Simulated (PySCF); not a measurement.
Coordinates in bohr (charge 0 multiplicity 1):
```
Te    0.0000    0.0000    0.0000
Cd    0.0000    0.0000    5.1464
Cd    0.0000    0.0000   -5.1464
```

Level of theory: PBE0 in PySCF with Te def2-SVP with ECP28, Cd def2-SVP with ECP28; scalar-relativistic core potentials, no spin–orbit coupling; density-fitted integrals.

This geometry of Cd₂Te is a stationary point at this level.

**Question.** What is the point group?

**Answer.** D∞h.

**Question.** Is it a minimum?

**Answer.** Yes: all harmonic wavenumbers are real, though the softest, 32 cm⁻¹, leaves little margin.

**Question.** Which band is strongest in the infrared?

**Answer.** 148 cm⁻¹ (σu+), 11 km/mol.

**Question.** Give the atomic charges and bond orders.

**Answer.** 
| atom | Mulliken | Löwdin | polar tensor | Mayer order to Te1 |
| --- | --- | --- | --- | --- |
| Te1 | -0.42 | -0.16 | -0.13 | – |
| Cd2,3 | 0.21 | 0.08 | 0.07 | 0.92 |
Other Mayer orders above 0.3: Cd–Cd 0.34.

**Question.** What is the atomisation energy, with and without zero-point energy?

**Answer.** 125 kJ/mol without, 123 kJ/mol with.

Only a few start shapes were tried, so a lower isomer may exist. At this level a triplet minimum of C2v symmetry lies 10 kJ/mol below this structure.
